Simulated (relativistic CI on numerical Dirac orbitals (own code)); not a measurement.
## Sensitivity of the levels of Lu⁴⁷⁺ to α and to the nuclear radius

Computed by Dirac-Coulomb-Breit CI, KLI orbitals optimised for each configuration, derivatives by finite differences, unscaled Slater integrals, QED left out (own radial code, finite nucleus).

CI space (outside the closed core [Ne]): 3s²3p⁶3d⁶, 3s²3p⁵3d⁷, 3s²3p⁴3d⁸, 3s3p⁶3d⁷, 3p⁶3d⁸, 3s3p⁵3d⁸, 3s²3p⁶3d⁵4s, 3s²3p⁶3d⁵4p. Levels of other configurations are missing.

With x = (α/α₀)² − 1 an excitation energy changes as ω = ω₀ + qx; K = 2q/ω₀ is the relative enhancement. Terms are leading LS components, so labels can repeat. The field-shift factor is F = δν/δ⟨r²⟩ for the transition from the lowest level.

Lowest level 3s²3p⁶3d⁶ ³F4.

| Level | ω₀ (cm⁻¹) | q (cm⁻¹) | K | F (GHz/fm²) |
| --- | --- | --- | --- | --- |
| 3s²3p⁶3d⁶ ³P2 | 58179 | 8645 | 0.297 | -0.372 |
| 3s²3p⁶3d⁶ ³P0 | 188623 | 52050 | 0.552 | 1.53 |
| 3s²3p⁶3d⁶ ⁵D3 | 405700 | 472400 | 2.33 | 9.83 |
| 3s²3p⁶3d⁶ ⁵D4 | 421040 | 448400 | 2.13 | 9.67 |
| 3s²3p⁶3d⁶ ⁵D1 | 441696 | 477700 | 2.16 | 9.86 |
| 3s²3p⁶3d⁶ ³G5 | 483995 | 445700 | 1.84 | 9.91 |
| 3s²3p⁶3d⁶ ³H6 | 484616 | 441400 | 1.82 | 10.1 |
| 3s²3p⁶3d⁶ ³F2 | 533363 | 459700 | 1.72 | 9.28 |
| 3s²3p⁶3d⁶ ³D3 | 544868 | 462400 | 1.7 | 10 |
| 3s²3p⁶3d⁶ ³P0 | 621221 | 441300 | 1.42 | 9.58 |
| 3s²3p⁶3d⁶ ¹G4 | 649306 | 476600 | 1.47 | 11 |
| 3s²3p⁶3d⁶ ³D2 | 651424 | 497200 | 1.53 | 11 |
| 3s²3p⁶3d⁶ ³P1 | 655196 | 483500 | 1.48 | 10.6 |
| 3s²3p⁶3d⁶ ³F3 | 672848 | 460600 | 1.37 | 10.5 |
| 3s²3p⁶3d⁶ ⁵D2 | 856590 | 926600 | 2.16 | 19 |
| 3s²3p⁶3d⁶ ⁵D0 | 880145 | 921900 | 2.09 | 19.7 |
| 3s²3p⁶3d⁶ ³H4 | 906901 | 914200 | 2.02 | 19.5 |
| 3s²3p⁶3d⁶ ⁵D3 | 934041 | 908700 | 1.95 | 19.2 |
| 3s²3p⁶3d⁶ ³H5 | 940468 | 914100 | 1.94 | 19.9 |
| 3s²3p⁶3d⁶ ¹I6 | 968305 | 903800 | 1.87 | 20.1 |
| 3s²3p⁶3d⁶ ³G3 | 990554 | 927600 | 1.87 | 19.9 |
| 3s²3p⁶3d⁶ ³D1 | 1013666 | 904300 | 1.78 | 19.1 |
| 3s²3p⁶3d⁶ ¹G4 | 1029266 | 901000 | 1.75 | 19.7 |

At this charge energies of transitions that change n are usually good to better than 1 %, and those within a shell (Δn = 0) to a few per cent.
